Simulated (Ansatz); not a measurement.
`B[CH2][GeH2][CH3]` + `CCBS` → `CCBSC` + `B[CH2][GeH3]`  (substitution at a C–Ge bond)

Computed with Ansatz on PBE0-D4/def2-TZVP structures; ΔE is electronic, products minus reactants. CBS: MP2 limit from def2 TZ/QZ plus the TZ coupled-cluster correction, frozen cores. This one scheme is used for every species. DFT in def2-TZVPP. B3LYP here is the variant with VWN-RPA as its local correlation; programs differ in this. For Ge outer-core shells are correlated without core-valence functions, which leaves a few kJ/mol of doubt a bond. Scalar relativity is left out up to krypton. One conformer a species, not always the lowest.

Q: Is it downhill or uphill in electronic energy at CCSD(T)/CBS, and by how much? (Best estimate.)

A: Ansatz gave: Uphill: ΔE = +41.5 kJ/mol.

Q: What do these levels give: r2SCAN-D4, PBE0-D4, B3LYP-D4, ωB97X-V, r2SCAN, PBE0, HF/def2-TZVPP, CCSD/def2-TZVPP, CCSD(T)/def2-TZVPP, MP2/def2-QZVPP, SCS-MP2/def2-QZVPP, MP2/CBS(def2)? (An estimate is asked.)

A: The calculation gave: r2SCAN-D4 39.3, PBE0-D4 38.7, B3LYP-D4 36.3, ωB97X-V 37.5, r2SCAN 39.4, PBE0 39.3, HF/def2-TZVPP 35.7, CCSD/def2-TZVPP 44.6, CCSD(T)/def2-TZVPP 44.6, MP2/def2-QZVPP 44.1, SCS-MP2/def2-QZVPP 41.0, MP2/CBS(def2) 43.2 kJ/mol.

Largest T1 diagnostic among the species: 0.012.

In def2-TZVPP, CCSD(T) changes the Hartree–Fock value by +8.8 kJ/mol (the triples alone add −0.1 kJ/mol) and MP2 by +10.6 kJ/mol.
